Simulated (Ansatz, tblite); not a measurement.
Forces on Re2Te3 at its PBE-D4/def2-SVP geometry. The state is a singlet with charge 0.

In the def2 sets Re, Te take a core potential; there is no spin–orbit coupling. The xTB rows come from tblite. The restricted singlet is unstable towards broken spin symmetry in Hartree–Fock (as tested in another run); at PBE-D4/def2-TZVP this wasn't settled. No other spin state of charge 0 was run. Another isomer (singlet) lies 0.22 eV lower at PBE0-D4/def2-TZVP; other spin states weren't run for this one.

GFN1-xTB (tblite), largest force 9.95 eV/Å:

```xyz
5
positions Å, forces eV/Å
Re   -0.751   -0.819   -0.061   -7.386   -6.667   -0.155
Re    0.870    0.688    0.086    7.284    6.779    0.134
Te   -2.460   -0.125    1.607   -0.470   -0.262    0.178
Te    1.655   -1.813    0.343    0.233   -0.256    0.048
Te    0.685    2.069   -1.974    0.339    0.405   -0.205
```

GFN2-xTB (tblite), largest force 9.85 eV/Å:

```
Re -7.700 -6.111 -0.609
Re 6.691 7.216 0.400
Te -0.209 -0.249 0.227
Te 0.911 -0.999 0.189
Te 0.308 0.142 -0.207
```

PBE-D4/def2-TZVP (Ansatz), largest force 0.49 eV/Å:

```
Re 0.101 0.113 0.322
Re -0.062 -0.156 -0.314
Te 0.269 -0.101 -0.272
Te -0.327 0.358 -0.068
Te 0.019 -0.214 0.331
```
